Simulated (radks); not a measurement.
Numerical settings for the lanthanum ion La29+, [Ar] 3d10. Method: Dirac Kohn-Sham, PBE, spin-unpolarised, spherical densities, point nucleus; computed with a radial shooting solver on a logarithmic mesh with Libxc functionals. The defaults (mesh step 0.008 in ln r, mesh end at 40 bohr or more with all orbitals vanishing there, Anderson mixing 0.5 over 9 steps, residual threshold near 1e-9 with the energy settled to 1e-9 hartree or 1e-11 of itself, here a cap of 86 iterations) give E = -8061.3213 hartree and 3d5/2 at -1756.4 eV in 15 iterations. Run on one thread of a shared host, so times are rough (Intel(R) Xeon(R) 6975P-C): 0.06 s of CPU time, 0.06 s wall, 15 iterations on 2476 mesh points. One setting is changed at a time: mesh step in ln r 0.2; mesh step in ln r 0.05; mesh step in ln r 0.08; mesh end (bohr) 12; mesh end (bohr) 5; residual threshold 0.01; residual threshold 0.001; mixing 0.05; linear mixing, mixing 0.5; linear mixing, mixing 0.8; mixing history 3; iteration cap 2. Which runs fail to converge, and which converge to a wrong energy?

Answer. Not converged within the cap: mesh step in ln r 0.2; mesh step in ln r 0.08; iteration cap 2. No run marked as converged misses the energy by more than 1 mhartree.
